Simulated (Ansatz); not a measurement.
Consider the substitution at a C–O bond: `OCO[SiH2]F` + H₂Se → `F[SiH2]OC[SeH]` + H₂O.

Calculated with Ansatz (gas phase, PBE0-D4/def2-TZVP geometries, no zero-point term in ΔE). CBS: MP2 limit from def2 TZ/QZ plus the TZ coupled-cluster correction, frozen cores. This one scheme is used for every species. DFT in def2-TZVPP. For Se outer-core shells are correlated without core-valence functions, which leaves a few kJ/mol of doubt a bond. Scalar relativity is left out up to krypton. Each species was taken in one conformer, which may not be the lowest.

CCSD(T)/CBS gives -15.6 kJ/mol.

Another level gave -5.6 kJ/mol. Which?
A. HF/def2-TZVPP
B. MP2/def2-TZVPP
C. PBE0-D4/def2-TZVPP
D. ωB97M-V/def2-TZVPP

D. ωB97M-V -5.6, HF/def2-TZVPP 13.7, PBE0-D4 -9.8, MP2/def2-TZVPP -17.5 kJ/mol.

Largest T1 diagnostic among the species: 0.012.

In def2-TZVPP, CCSD(T) changes the Hartree–Fock value by −22.6 kJ/mol (the triples alone add −3.2 kJ/mol) and MP2 by −31.2 kJ/mol. The D4 term adds −8.3 kJ/mol with B3LYP and −4.4 kJ/mol with PBE0; it sums over pairs of atoms, weighted by their polarisabilities, and B3LYP, whose exchange is more repulsive, gets the larger term.

B3LYP here is the variant with VWN-RPA as its local correlation; programs differ in this.
